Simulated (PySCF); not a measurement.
Question: Give a PBE0-D3(BJ)/def2-SVP geometry of [IrCl6]2- (`[Cl][Ir-2]([Cl])([Cl])([Cl])([Cl])[Cl]`) [radical]. (Charge -2 and doublet state.)

Answer: 
```xyz
7
IrCl6 angstrom
Ir     0.000    0.000    0.000
Cl    -0.037   -0.008    2.366
Cl     0.035    0.008   -2.365
Cl     2.366    0.003    0.001
Cl    -2.365   -0.003   -0.004
Cl    -0.006    2.344    0.012
Cl     0.007   -2.344   -0.010
```

Orientation and origin are arbitrary. Atoms count from 1 in this order. Ir1 (iridium bonded to 6 Cl) is octahedral (the three widest angles are 179.9°, 179.9° and 179.9°, the others run from 89.2° to 90.9°). The 6 Cl–Ir bonds span 2.344 Å (Ir1–Cl7) to 2.366 Å (Ir1–Cl4), a spread of 0.022 Å.

Bonds between heavy atoms (Å): Ir1–Cl2 2.366, Ir1–Cl3 2.366, Ir1–Cl4 2.366, Ir1–Cl5 2.366, Ir1–Cl6 2.344, Ir1–Cl7 2.344.

Method: PBE0-D3(BJ)/def2-SVP geometry optimisation, gas phase, def2 core potentials past Kr in PySCF 2.14.0.

Not checked by PBE0-D3(BJ)/def2-SVP frequencies. ⟨S²⟩ = 0.754 (exact for a doublet: 0.75). Whether so highly charged an anion holds all its electrons in the gas phase wasn't checked; a finite basis holds them in any case. The ion is multiply charged and computed without counter-ions or solvent.

Time: 99 s wall. Hardware: an x86-64 server with one thread, on a shared host. That covers the optimisation of the geometry.

Neither the SCF state along the optimisation nor the shape of the open-shell metal species was proved the lowest: other solutions of the same spin, or a structure of lower symmetry, can lie below.
